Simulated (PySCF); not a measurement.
# Correlation energy of In⁺ (indium, charge +1)

[Kr] 4d10 5s2, closed-shell 1S. All numbers are calculated (PySCF 2.14, a scalar-relativistic core potential, in cc-pVDZ-PP with ECP28MDF (4s3p2d, 23 functions)). Frozen: 4s2 4p6 4d10; 2 electrons correlated.

Total MP2 correlation energy: -20.70 mhartree.

Same-spin part 0.00 and opposite-spin part -20.70 mhartree; SCS-MP2 scales them by 1/3 and 6/5 to -24.84 mhartree.

With two correlated electrons CCSD is exact within the correlated space (frozen core and kept virtual orbitals).

```tsv
level	correlation energy (mhartree)
CCSD	-31.50
```

Diagnostics: T1 = 0.0038, D1 = 0.0054, largest double amplitude 0.099.

Cost of the coupled-cluster step: 0.06 s of wall time on 1 thread of Neoverse-V1 (shared host), for 2 correlated electrons.
